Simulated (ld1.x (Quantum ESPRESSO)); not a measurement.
## Cr (Z = 24): excitation energies, all-electron against TM semilocal

- Element: chromium (Cr)
- Generator: ld1.x (Quantum ESPRESSO) 7.5
- Type: norm-conserving Troullier–Martins (semilocal form)
- Functional: PBE
- Relativity: scalar-relativistic
- Frozen core: [Ne] 3s2
- Valence charge: 12
- Reference configuration: 3p6 3d5 4s1 4p0
- Partial waves: 4s (bound): rc 1.95 bohr; 3d (bound): rc 2.10 bohr; 3p (bound): rc 1.45 bohr
- Local potential: the p channel
- Core correction: none

Energies are relative to the spin-unpolarised reference configuration 3p6 3d5 4s1 4p0; without spin polarisation the order of configurations can differ from experiment. Not all tests gave a result: 1 of 7 tests not solved or not reliable. Left out of the table: 3p6 3d5.5 4s0.5 4p0 (pseudo-atom not self-consistent, printed error -1165 eV).

| valence configuration | charge | ΔE all-electron (eV) | error AE − PS (meV) |
| --- | --- | --- | --- |
| 3p6 3d5 4s0 4p0 | +1 | 6.901 | +2.6 |
| 3p6 3d4 4s0 4p0 | +2 | 22.953 | -35 |
| 3p6 3d3 4s0 4p0 | +3 | 53.702 | +38 |
| 3p5 3d5 4s1 4p0 | +1 | 51.513 | -363 |
| 3p6 3d5 4s0 4p1 | 0 | 3.121 | +9.3 |

(1) What are ΔE and the potential's error for 3p6 3d4 4s1 4p1?

Answers

(1) ΔE = 3.506 eV all-electron; the error (AE − PS) is +17 meV.

ld1.x printed “convergence not achieved” for 1 of the counted tests; its residual had stalled under 1e-8, short of the target of 1e-14.
